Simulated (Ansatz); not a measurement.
Consider the ligand exchange at the Si–C bond: `BOC(C)[SiH3]` + `[SiH3][NH][GeH3]` → `[SiH3][N]([SiH3])[GeH3]` + `BOCC`.

Isolated molecules relaxed with PBE0-D4/def2-TZVP in Ansatz; ΔE leaves out vibrations. CBS: MP2 limit from def2 TZ/QZ plus the TZ coupled-cluster correction, frozen cores. Functionals use def2-TZVPP. B3LYP here is the variant with VWN-RPA as its local correlation; programs differ in this. For Ge outer-core shells are correlated without core-valence functions, which leaves a few kJ/mol of doubt a bond. Scalar relativity is left out up to krypton. Each species was taken in one conformer, which may not be the lowest.

```tsv
level	ΔE (kJ/mol)	difference from CCSD(T)/CBS
PBE-D4	-71.5	11.1
r2SCAN-D4	-78.9	3.7
PBE0-D4	-76.7	5.9
B3LYP-D4	-79.4	3.2
ωB97X-V	-78.4	4.2
ωB97M-V	-79.0	3.6
B2PLYP	-80.0	2.6
PBE	-69.0	13.6
r2SCAN	-78.4	4.2
PBE0	-74.5	8.1
B3LYP	-75.2	7.4
HF/def2-TZVPP	-88.1	-5.5
MP2/def2-TZVPP	-86.0	-3.4
SCS-MP2/def2-TZVPP	-86.3	-3.7
CCSD/def2-TZVPP	-83.2	-0.6
CCSD(T)/def2-TZVPP	-82.5	0.1
HF/def2-QZVPP	-89.1	-6.5
MP2/def2-QZVPP	-86.4	-3.8
SCS-MP2/def2-QZVPP	-86.4	-3.8
HF/CBS(def2)	-89.2	-6.6
MP2/CBS(def2)	-86.1	-3.5
CCSD/CBS(def2)	-83.2	-0.6
CCSD(T)/CBS	-82.6	0
```

Largest T1 diagnostic among the species: 0.013.

The D4 term adds −4.2 kJ/mol with B3LYP and −2.2 kJ/mol with PBE0; it sums over pairs of atoms, weighted by their polarisabilities, and B3LYP, whose exchange is more repulsive, gets the larger term. From PBE to PBE0 (25 % exact exchange), in def2-TZVPP and without D4, ΔE moves by −5.5 kJ/mol.
